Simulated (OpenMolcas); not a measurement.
## Ionisation energies of bromine

```json
{"Program": "OpenMolcas 26.06", "Basis": "ANO-RCC-VQZP [7s6p4d2f1g]", "Scalar Hamiltonian": "DKH2, point nucleus", "Spin-orbit coupling": "RASSI with atomic mean-field integrals over the reference wave functions, term energies averaged over their components"}
```

Active shells in each charge state: the valence s, p shells, with orbitals averaged over the low states. Where CASPT2's correlated closed shells are named, they are those of the first ion.

A. CASSCF
B. SS-CASPT2, IPEA 0.25 Eh, imaginary shift 0.1 Eh (closed shells correlated: 3d)
C. SS-CASPT2, IPEA 0 Eh, imaginary shift 0.1 Eh (closed shells correlated: 3d)
D. SS-CASPT2, IPEA 0.25 Eh, imaginary shift 0.1 Eh (closed shells correlated: none)
E. SS-CASPT2, IPEA 0.25 Eh, imaginary shift 0.1 Eh (closed shells correlated: 3s 3p 3d)

Energies in eV between the lowest computed levels, named as in B; reference values from the NIST Atomic Spectra Database with their kind.

```json
{"From": "Br3+ 4s2 4p2 3P0", "To": "Br4+ 4s2 4p 2P* 1/2", "A": "45.873", "B": "46.793", "C": "46.880", "D": "46.597", "E": "46.774", "Spin-orbit share in B": "+0.033", "Reference": "47.782 (measured)"}
{"From": "Br4+ 4s2 4p 2P* 1/2", "To": "Br5+ 4s2 1S0", "A": "58.338", "B": "59.363", "C": "59.447", "D": "59.143", "E": "59.348", "Spin-orbit share in B": "+0.455", "Reference": "59.595 (measured)"}
{"From": "Br5+ 4s2 1S0", "To": "Br6+ 4s 2S 1/2", "A": "86.466", "B": "86.878", "C": "86.879", "D": "86.555", "E": "86.890", "Spin-orbit share in B": "+0.000", "Reference": "87.390 (measured)"}
{"From": "Br6+ 4s 2S 1/2", "To": "Br7+ 3d10 1S0", "A": "101.754", "B": "102.147", "C": "102.153", "D": "101.754", "E": "102.180", "Spin-orbit share in B": "+0.000", "Reference": "103.030 (semi-empirical)"}
```

Steps that some method lacks are left out, and so are those with a state whose active s or d shell is doubly occupied in every root (s and p with five to eight electrons, d10) over a frozen core shell of the same l, since the two then mix freely.

Error against the reference values, in %:

```
From       Reference     A     B     C     D     E
Br3+        measured  -4.0  -2.1  -1.9  -2.5  -2.1
Br4+        measured  -2.1  -0.4  -0.2  -0.8  -0.4
Br5+        measured  -1.1  -0.6  -0.6  -1.0  -0.6
Br6+  semi-empirical  -1.2  -0.9  -0.9  -1.2  -0.8
```

Mean absolute error over the 3 measured values: A 1.36 eV, B 0.58 eV, C 0.52 eV, D 0.82 eV, E 0.59 eV.

* marks odd parity.
